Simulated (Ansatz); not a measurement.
`C[CH](F)[GeH3]` → `CCF` + `[GeH2]` at 400 K and 1 bar (germylene formation by 1,1-elimination).

Calculated with Ansatz (gas phase, PBE0-D4/def2-TZVP geometries, no zero-point term in ΔE). CCSD(T)/CBS is the MP2 limit (def2-TZVPP, def2-QZVPP) plus CCSD(T) − MP2 in def2-TZVPP, frozen cores. For Ge outer-core shells are correlated without core-valence functions, which leaves a few kJ/mol of doubt a bond. Scalar relativity is left out up to krypton.

| species | CCSD(T)/CBS energy (Eh) | H − E (kJ/mol) | S (J/(mol·K)) |
| --- | --- | --- | --- |
| `C[CH](F)[GeH3]` | -2256.20184 | 242.3 | 363.7 |
| `CCF` | -178.90141 | 197.7 | 282.3 |
| `[GeH2]` | -2077.24753 | 42.4 | 231.0 |

H − E and S are ideal-gas, rigid-rotor, harmonic terms from PBE0-D4/def2-TZVP, for one conformer and one mirror image of each species. 1 Eh = 2625.50 kJ/mol, R = 8.31446 J/(mol·K).

Q: By hand: ΔE, ΔH, ΔS and ΔG.

A: ΔE = (-178.90141) + (-2077.24753) − (-2256.20184) = 0.05290 Eh = 138.9 kJ/mol. Δ(H − E) = 197.7 + 42.4 − 242.3 = -2.2, so ΔH = 136.7 kJ/mol. ΔS = 282.3 + 231.0 − 363.7 = 149.6 J/(mol·K). ΔG = 136.7 − 400 × (149.6)/1000 = 76.9 kJ/mol.

Q: By hand: the equilibrium constant, and the temperature at which ΔG would vanish if ΔH and ΔS stayed fixed.

A: log₁₀ K = −ΔG/(RT ln 10) = -10.0. ΔG = 0 at ΔH/ΔS = 914 K.

The number of gas molecules changes by +1, which sets the sign of ΔS. A doubt of 5 kJ/mol in ΔE shifts log₁₀ K by 0.7 here. Other conformers and mirror images would add mixing entropy, several J/(mol·K) or more a flexible species. These are equilibria of isolated gas molecules and say nothing of rates. Largest T1 diagnostic: 0.012 (customary marks: 0.02 for closed shells, 0.045 for open ones).
